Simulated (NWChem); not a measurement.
The numbers come from NWChem runs, not from measurements. System: FNa, charge 0, spin multiplicity 3, at the geometry of a parent with another charge or spin, in a state set for the comparison that need not be this species' ground state. Its SCF solution wasn't tested for a lower state. Level: UB2PLYP/def2-TZVP, 2 core orbitals frozen.

Job file:

```
start mol
memory heap 200 mb stack 900 mb global 1100 mb
geometry units angstroms nocenter noautoz
  Na     0.000000     0.000000    -0.849713
  F      0.000000     0.000000     1.038538
  symmetry group C2v
end
basis spherical
  * library def2-tzvp
end
dft
  xc hfexch 0.53 becke88 0.47 lyp 0.73 mp2 0.27
  dftmp2
  odft
  mult 3
  semidirect memsize 60000000 filesize 0
  iterations 100
end
mp2
  freeze core 2
end
task dft energy
```

NWChem printed:

```
             Northwest Computational Chemistry Package (NWChem) 7.3.0
             --------------------------------------------------------

                                NWChem Input Module
                                -------------------

 Scaling coordinates for geometry "geometry" by  1.889725989
 (inverse scale =  0.529177249)

 Turning off AUTOSYM since
 SYMMETRY directive was detected!

                             Geometry "geometry" -> ""
                             -------------------------

 Output coordinates in angstroms (scale by  1.889725989 to convert to a.u.)

  No.       Tag          Charge          X              Y              Z
 ---- ---------------- ---------- -------------- -------------- --------------
    1 Na                  11.0000     0.00000000     0.00000000    -0.84971300
    2 F                    9.0000     0.00000000     0.00000000     1.03853800

 Effective nuclear repulsion energy (a.u.)      27.7444829374

            Nuclear Dipole moment (a.u.)
            ----------------------------
        X                 Y               Z
 ---------------- ---------------- ----------------
     0.0000000000     0.0000000000    -0.0000018897

      Symmetry information
      --------------------

 Group name             C2v
 Group number             16
 Group order               4
 No. of unique centers     2

      Symmetry unique atoms

     1    2


 Summary of "ao basis" -> "" (spherical)
 ------------------------------------------------------------------------------
       Tag                 Description            Shells   Functions and Types
 ---------------- ------------------------------  ------  ---------------------
 *                         def2-tzvp                  on all atoms

  dft_input: which_mp2 not specified, using semidirect MP2 by default.

                                 NWChem DFT Module
                                 -----------------

 Summary of "ao basis" -> "ao basis" (spherical)
 ------------------------------------------------------------------------------
       Tag                 Description            Shells   Functions and Types
[...]
     2   0 2 0    -13.371684    -10.551559     -2.820125      0.000000
     2   0 1 1     -0.000000     -0.000000     -0.000000      0.000000
     2   0 0 2    -14.917327    -46.948999    -30.994701     63.026373

                   NWChem MP2 Semi-direct Energy/Gradient Module
                   ---------------------------------------------

  Basis functions       =     63
  Molecular orbitals    =     63
  Frozen core           =      2
  Frozen virtuals       =      0
  Active alpha occupied =      9
  Active beta occupied  =      7
  Active alpha virtual  =     52
  Active beta virtual   =     54
  Use MO symmetry       = T
  Use skeleton AO sym   = T

  AO/Fock/Back tols     =   1.0D-09  1.0D-09  1.0D-09

 GA uses MA = F    GA memory limited = T

 Available:
  local mem=  4.43D+07
 global mem=  1.44D+08
 local disk=  0.00D+00
  mp2_memr nvloc                    52
  nvloc new                    52
   1 passes of   9:        4194304                      31487                   3192444.
   1 passes of   9: M     44321847           G      144171262           F      40127543.

 Semi-direct pass number   1 of   1  for UHF alpha       at        1.4s
  vrange nnbf                  2002
  mp2_eaftype                    12  avail_ma_in_mb                   386
 EAF : mp2_eaftype filesize          12    1596222.
  mp2_eaf for mointskh                     12
Node 0 wrote      7.5 Mb in      0.0 s     Agg I/O rate:   690.4 Mb/s
 Done moints_semi at        2.6s
  mp2_eaftype                    12  avail_ma_in_mb                   386
 EAF : mp2_eaftype filesize          12    1596222.
  mp2_eaf for kh                    12
 Done maket at        2.7s
 Done multipass loop at        2.7s

 GA uses MA = F    GA memory limited = T

 Available:
  local mem=  4.43D+07
 global mem=  1.44D+08
 local disk=  0.00D+00
  mp2_memr nvloc                    54
  nvloc new                    54
   1 passes of   7:        4194304                      26989                   2579832.
   1 passes of   7: M     44321847           G      144171262           F      40127543.

 Semi-direct pass number   1 of   1  for UHF beta        at        2.7s
  vrange nnbf                  2002
  mp2_eaftype                    10  avail_ma_in_mb                   386
 EAF : mp2_eaftype filesize          10    1289916.
  mp2_eaf for mointskh                     10
Node 0 wrote      6.1 Mb in      0.0 s     Agg I/O rate:  1132.1 Mb/s
 Done moints_semi at        4.0s
  mp2_eaftype                    10  avail_ma_in_mb                   386
 EAF : mp2_eaftype filesize          10    1289916.
  mp2_eaf for kh                    10
 Done maket at        4.1s
 Done multipass loop at        4.1s

          -------------------------------------------
          DFT energy                    -261.787336358236
          Unscaled MP2 energy             -0.414723034806
          Total DFT+MP2 energy          -261.899311577633
          -------------------------------------------

 -----------------------
 Performance information
 -----------------------

 Timer overhead =  2.37D-07 seconds/call

               Nr. of calls         CPU time (s)                 Wall time (s)                GFlops
             ---------------    -------------------     ------------------------------   -------------------
Name         Min   Avg   Max    Min     Avg     Max     Min     Avg     Max   Mx/calls   Min     Max     Sum
mp2: moin     2     2     2    2.5     2.5     2.5      2.5     2.5     2.5     1.3      0.0     0.0     0.0
mp2: make     2     2     2   0.16    0.16    0.16     0.16    0.16    0.16    8.12E-2   0.0     0.0     0.0
mp2: tota     1     1     1    2.8     2.8     2.8      2.8     2.8     2.8     2.8      0.0     0.0     0.0

 The average no. of pstat calls per process was 5.00D+00
 with a timing overhead of 1.19D-06s

 Task  times  cpu:        4.1s     wall:        4.1s

 Total times  cpu:        4.1s     wall:        4.1s
```
